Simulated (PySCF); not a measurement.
SMILES B[SiH2][SiH2]CC at its GFN2-xTB optimised geometry (Å):

```
16

B      2.3041    -2.2367    -0.5634
Si     1.6791    -0.4951     0.0000
Si    -0.6602    -0.4951     0.0000
C     -1.3469     1.2845     0.0000
C     -0.8509     2.1032     1.1850
H      2.4910    -2.4918    -1.6910
H      2.4383    -3.1139     0.2012
H      2.1091     0.6510    -0.8291
H      2.1054    -0.0684     1.3492
H     -1.2298    -1.1861     1.1678
H     -1.2406    -1.1744    -1.1706
H     -1.0593     1.7874    -0.9252
H     -2.4383     1.2632     0.0122
H     -1.1535     1.6413     2.1224
H     -1.2565     3.1139     1.1593
H      0.2351     2.1712     1.1751
```

Method: PBE0/def2-TZVP in PySCF 2.14.0. Cells within 0.4 Å of a nucleus heavier than hydrogen are left out (blank, or x).

Map of the Laplacian of the electron density (e/bohr⁵), clipped to [-1.50, 1.50] on the plane z = 0.0 Å:

```
|5555555555555555555555555|
|5555555555555555555555555|
|5555555555555555555555555|
|5555555555555555555555555|
|5555555555555555555555555|
|5555555555555555555555555|
|5555555555555555555555555|
|5555555555555555555555555|
|5555555554555555555555555|
|555555501x655555555555555|
|555555544x355555555555555|
|5555555554445555555555555|
|5555555555995449955555555|
|5555555556xx745xx95555555|
|5555555555995449955555555|
|5555555555555554445555555|
|5555555555555555445555555|
|5555555555555555545555555|
|5555555555555555534555555|
|5555555555555555524555555|
|5555555555555555555555555|
|5555555555555555555555555|
|5555555555555555555555555|
|5555555555555555555555555|
|5555555555555555555555555|
```
Scale: ten equal steps from -1.50 (start of '0') to 1.50 (end of '9'), in the order '0123456789'; x runs from -5.50 to 5.50, y from -5.50 (bottom) to 5.50 (top).
